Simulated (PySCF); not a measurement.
Problem. Write Cartesian coordinates for `CCCC[P@](=O)(O)c1ccoc1` as optimised with PBE0/def2-SV(P).

Solution. 
```
atom  x, y, z in Å
C1    -3.0738    1.5867   -0.0856
C2    -2.3805    0.2391    0.0526
C3    -1.2171    0.2715    1.0415
C4    -0.4685   -1.0552    1.1781
P5     0.4991   -1.5241   -0.2808
O6    -0.2459   -1.7633   -1.5509
O7     1.2701   -2.8318    0.3258
C8     1.7862   -0.2942   -0.5020
C9     2.8510    0.1355    0.3630
C10    3.5283    1.0895   -0.3321
O11    2.9695    1.2776   -1.5482
C12    1.9255    0.4435   -1.6454
H13   -2.3764    2.3600   -0.4561
H14   -3.4744    1.9386    0.8828
H15   -3.9170    1.5331   -0.7959
H16   -3.1110   -0.5225    0.3866
H17   -2.0185   -0.1077   -0.9314
H18   -1.5959    0.5582    2.0405
H19   -0.5048    1.0686    0.7516
H20   -1.1694   -1.8930    1.3513
H21    0.2274   -1.0386    2.0362
H22    1.6413   -3.3770   -0.3881
H23    3.0813   -0.2322    1.3622
H24    4.4005    1.7016   -0.1101
H25    1.3608    0.4594   -2.5758
```

Orientation and origin are arbitrary. Atoms count from 1 in this order. P5 (phosphoryl phosphorus) is distorted tetrahedral (angles from 99.2° to 117.4°). Of the pairs four or more bonds apart, O6···H17 is among the closest relative to their van der Waals radii: 2.50 Å, 92 % of the sum of Bondi's values. O11 (furan-type oxygen) is bent (angle 107.5°). The C–C distances run from 1.361 Å (C9–C10, aromatic) to 1.529 Å (C3–C4, drawn single), a spread of 0.168 Å.

Bonds between heavy atoms (Å): C1–C2 1.522, C2–C3 1.527, C3–C4 1.529, C4–P5 1.812, P5=O6 1.492, P5–O7 1.635, P5–C8 1.794, C8–C9 1.438, C9–C10 1.361, C10–O11 1.351, O11–C12 1.340, C8–C12 1.368.

Method used: PBE0/def2-SV(P) geometry optimisation, gas phase (PySCF 2.14.0).

Point group: C1 (no symmetry element, even within 0.4 Å). Stationary, but not proved a minimum. The numbers are those of one conformer (C1–C2–C3–C4 -178°, C2–C3–C4–P5 69°, C3–C4–P5–O6 -63°, C4–P5–O7–H 163°, C4–P5–C8–C9 59°).

Hardware: 4 threads of an Intel Xeon 6975P-C, shared host with 192 logical CPUs at a one-minute load of 83. Cost: 1.7 min wall, 10 min CPU, 1.3 GiB resident at most. These figures are those of the optimisation.
